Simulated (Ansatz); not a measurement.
Abridged output of a molecular run in Ansatz:

```
Functional definition: HF
1658 factors; integrals over basis functions are off by at most 9.9e-4 eV
mean field evaluation 1: about -25573.3797 eV, gradient 4.0e1 eV
mean field evaluation 2: about -25573.8046 eV, gradient 4.0e1 eV
mean field evaluation 4: about -25577.5243 eV, gradient 4.9e0 eV
mean field evaluation 8: about -25577.5944 eV, gradient 2.3e-1 eV
mean field -25577.59464684 eV, -939.9592661549 hartree, gradient 3.2e-6 eV, S^2 0.000000; 0 other end points of the search recorded, 0 dependent functions left out
14 core orbitals not correlated: weight in the atoms' cores, before any rotation towards them, 1.000 or more for the frozen orbitals, at most 0.000 for the correlated occupied ones
reference -25577.59464684 eV, -939.9592661549 hartree; 17, 17 occupied and 247, 247 virtual orbitals, 1658 factors
second order -27.49237875 eV of doubles, -0.00000000 eV of singles
cycle   1  -27.83686179 eV  change   -3.4e-1 eV  update   1.2e-1
cycle   2  -28.54276033 eV  change   -7.1e-1 eV  update   3.5e-2
cycle   3  -28.70145030 eV  change   -1.6e-1 eV  update   1.7e-2
cycle   4  -28.69451199 eV  change    6.9e-3 eV  update   4.7e-3
cycle   5  -28.69481063 eV  change   -3.0e-4 eV  update   2.2e-3
cycle   6  -28.69661365 eV  change   -1.8e-3 eV  update   6.1e-4
cycle   7  -28.69668107 eV  change   -6.7e-5 eV  update   2.4e-4
cycle   8  -28.69666924 eV  change    1.2e-5 eV  update   6.5e-5
cycle   9  -28.69670328 eV  change   -3.4e-5 eV  update   2.4e-5
perturbative correction -1.27334882 eV, -0.0467947059 hartree
Total energy: -25607.56469893 eV, -941.0606452551 hartree
```

Its atoms:

Cartesian coordinates in Å:
```
C -0.026 -2.649 -0.275
C -0.365 -1.583 0.174
Si -0.899 0.029 0.829
Cl 0.102 0.315 2.597
O -0.567 1.219 -0.221
C 0.709 1.489 -0.767
H 0.273 -3.594 -0.669
H -2.346 0.065 1.086
H 1.395 1.847 0.006
H 1.134 0.597 -1.237
H 0.590 2.266 -1.523
```

(1) Which basis set was used?
A. def2-TZVPPD
B. def2-TZVPP
C. cc-pV(D+d)Z
D. def2-QZVPP

(2) Write the keys of the input that set method, charge and spin (a neutral closed shell needs none for the last two).

Answers

(1) B. It gives 278 functions.

(2) 
```yaml
correlation: {method: ccsd_t}
```
